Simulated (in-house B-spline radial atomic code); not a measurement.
Configurations of the zinc ion Zn⁺, with energies counted from [Ar] 3d10 4s1. Method: Dirac-Hartree-Fock, average of configuration, Fermi nucleus of rms radius 3.9283 fm. Calculated with an all-electron radial atomic-structure program (B-spline basis). Energies include first-order Breit, QED and recoil terms.

Occupations are held fixed; configurations that lie above the ionisation limit could autoionise.

```tsv
configuration	E - E(ref) (eV)	highest orbital	its <r> (bohr)
[Ar] 3d9 4s2	6.9183	4s1/2	2.372
[Ar] 3d10 4d1	11.02	4d5/2	5.607
[Ar] 3d10 7s1	14.523	7s1/2	17.7
[Ar] 3d10 5g1	14.658	5g9/2	13.75
[Ar] 3d9 4s1 5f1	22.981	5f5/2	15.65
[Ar] 3d9 4s1 6f1	23.649	6f5/2	23.87
[Ar] 3d9 4s1 8g1	24.316	8g9/2	42.99
[Ne] 3s2 3p5 3d10 4s1 5f1	106.44	5f5/2	15.65
[Ne] 3s2 3p5 3d10 4s1 6f1	107.11	6f5/2	23.87
[Ne] 3s2 3p5 3d10 4s1 8d1	107.52	8d5/2	35.53
```

Question: Order these further configurations by energy, lowest first.
A. [Ar] 3d9 4s1 8f1
B. [Ar] 3d9 4s1 7g1
C. [Ar] 3d9 4s1 5p1
D. [Ne] 3s2 3p5 3d10 4s1 8f1
E. [Ne] 3s2 3p5 3d10 4s1 6d1

Answer: C (19.696 eV), B (24.055 eV), A (24.313 eV), E (106.47 eV), D (107.77 eV).

Question: How far above the reference does [Ne] 3s2 3p5 3d10 4s1 7d1 lie?

Answer: 107.13 eV; its least bound orbital is 7d5/2 with <r> = 25.73 bohr.

Question: How far above the reference does [Ne] 3s2 3p5 3d10 4s1 5d1 lie?

Answer: 105.25 eV; its least bound orbital is 5d5/2 with <r> = 10.63 bohr.

Question: How far above the reference does [Ar] 3d9 4s1 6p1 lie?

Answer: 22.041 eV; its least bound orbital is 6p3/2 with <r> = 12.7 bohr.

Question: One of these lies 23.14 eV from the reference. Which?
A. [Ar] 3d9 4s1 7p1
B. [Ar] 3d10 6g1
C. [Ar] 3d10 5d1

Answer: A.
